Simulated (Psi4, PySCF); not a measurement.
Input for Psi4:
```
memory 2 GB

molecule mol {
0 1
  Al    0.013776    0.005364    0.001119
  C    -1.367121   -1.423289   -0.177128
  H    -1.449591   -1.801698   -1.201667
  H    -2.369334   -1.074526    0.094358
  H    -1.151179   -2.287400    0.460506
  C    -0.160273    1.696227   -1.043094
  H     0.696765    1.872642   -1.701937
  H    -0.231015    2.580975   -0.401292
  H    -1.051819    1.697710   -1.679555
  C     1.568750   -0.257473    1.222865
  H     2.240815    0.607500    1.227244
  H     2.176454   -1.126142    0.947513
  H     1.263117   -0.423591    2.261461
}

set basis sto-3g
set reference rhf
set freeze_core true
set mp2_type conv
set scf_type pk
set puream true
set d_convergence 1e-8

energy('ccsd(t)')
print_variables()
```

**Question.** Convert this to an input for PySCF.

**Answer.** One answer among several that fit: 
```python
from pyscf import gto, scf, cc

mol = gto.Mole()
mol.atom = '''
    Al    0.01377557    0.00536366    0.00111920
    C    -1.36712124   -1.42328928   -0.17712821
    H    -1.44959113   -1.80169766   -1.20166716
    H    -2.36933356   -1.07452599    0.09435791
    H    -1.15117922   -2.28740004    0.46050578
    C    -0.16027256    1.69622682   -1.04309429
    H     0.69676512    1.87264152   -1.70193712
    H    -0.23101461    2.58097547   -0.40129179
    H    -1.05181885    1.69770984   -1.67955486
    C     1.56875030   -0.25747259    1.22286490
    H     2.24081454    0.60750024    1.22724421
    H     2.17645426   -1.12614197    0.94751257
    H     1.26311707   -0.42359105    2.26146089
'''
mol.basis = 'sto-3g'
mol.verbose = 3
mol.build()

mf = scf.RHF(mol)
mf.kernel()

mycc = cc.CCSD(mf, frozen=8)
mycc.kernel()
et = mycc.ccsd_t()
print('E(CCSD(T)) = %.10f' % (mycc.e_tot + et))
```

Both were run: Psi4 gave -356.774020 Eh and PySCF -356.774020 Eh, 0.000 mEh apart.
